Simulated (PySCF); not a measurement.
Br3Sc, SMILES [Br][Sc+]([Br])[Br] (connectivity only; charge and spin as stated), charge +1, multiplicity 2.

Geometry optimised at B3LYP-D3(BJ)/def2-SVP. A frequency run showed that this geometry is not a minimum. The multiplicity is an assumed one; other spin states were not compared.

Computed with TDA-ωB97X/def2-SVPD (PySCF).

Vertical excitations. The molecule is in vacuum.

```json
[
 {"state": "root 1", "energy (eV)": "0.55", "λ (nm)": "2252", "f": "0.000", "main pairs": "β HOMO−5→LUMO 95 %"},
 {"state": "root 2", "energy (eV)": "0.78", "λ (nm)": "1589", "f": "0.000", "main pairs": "β HOMO−2→LUMO 94 %"},
 {"state": "root 3", "energy (eV)": "0.87", "λ (nm)": "1425", "f": "0.054", "main pairs": "β HOMO→LUMO 92 %"},
 {"state": "root 4", "energy (eV)": "0.97", "λ (nm)": "1282", "f": "0.000", "main pairs": "β HOMO−3→LUMO 97 %"},
 {"state": "root 5", "energy (eV)": "1.16", "λ (nm)": "1067", "f": "0.084", "main pairs": "β HOMO−1→LUMO 84 %"},
 {"state": "root 6", "energy (eV)": "1.46", "λ (nm)": "850", "f": "0.003", "main pairs": "β HOMO−7→LUMO 67 %, β HOMO−6→LUMO 28 %"},
 {"state": "root 7", "energy (eV)": "1.55", "λ (nm)": "798", "f": "0.026", "main pairs": "β HOMO−4→LUMO 87 %"},
 {"state": "root 8", "energy (eV)": "2.25", "λ (nm)": "551", "f": "0.004", "main pairs": "β HOMO−6→LUMO 67 %, β HOMO−7→LUMO 29 %"},
 {"state": "root 9", "energy (eV)": "3.72", "λ (nm)": "333", "f": "0.001", "main pairs": "β HOMO→LUMO+1 98 %"},
 {"state": "root 10", "energy (eV)": "3.74", "λ (nm)": "331", "f": "0.000", "main pairs": "β HOMO→LUMO+3 87 %"}
]
```
Unrestricted roots are not spin-pure.
